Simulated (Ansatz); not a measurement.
The same molecule with X = C, Si, Ge, Sn. Ansatz, PBE0-D4/def2-TZVP geometries, multiplicity 2.

Elements past krypton have def2 core potentials. Scalar relativity is left out up to krypton.

| X | molecule | mean X–F bond length / Å | mean X–H bond length / Å | size of the dipole moment (ωB97M-V/def2-TZVPP) / D | size of the dipole moment (PBE/def2-TZVPP) / D | ideal-gas entropy at 298 K and 1 bar (rigid rotor, harmonic PBE0-D4/def2-TZVP) / J/(mol·K) |
| --- | --- | --- | --- | --- | --- | --- |
| C | `F[CH]F`• | 1.321 | 1.090 | 1.31 | 1.19 | 256 |
| Si | `F[SiH]F`• | 1.592 | 1.493 | 1.40 | 1.23 | 272 |
| Ge | `[F][GeH][F]`• | 1.732 | 1.564 | 2.51 | 2.24 | 287 |

Q: Give the row for X = Sn, `[F][SnH][F]`•. (Best estimate.)

A: Ansatz gave: 
| X | molecule | mean X–F bond length / Å | mean X–H bond length / Å | size of the dipole moment (ωB97M-V/def2-TZVPP) / D | size of the dipole moment (PBE/def2-TZVPP) / D | ideal-gas entropy at 298 K and 1 bar (rigid rotor, harmonic PBE0-D4/def2-TZVP) / J/(mol·K) |
| --- | --- | --- | --- | --- | --- | --- |
| Sn | `[F][SnH][F]`• | 1.919 | 1.746 | 3.47 | 3.15 | 300 |

From C to Sn the mean X–F bond length rises at each step, by 0.598 Å in all; the mean X–H bond length rises at each step, by 0.656 Å in all; the ideal-gas entropy at 298 K and 1 bar (rigid rotor, harmonic PBE0-D4/def2-TZVP) rises at each step, by 44 J/(mol·K) in all. Bonds lengthen as the atom grows down the group. Dipoles are sizes alone, and their direction can turn along the series.
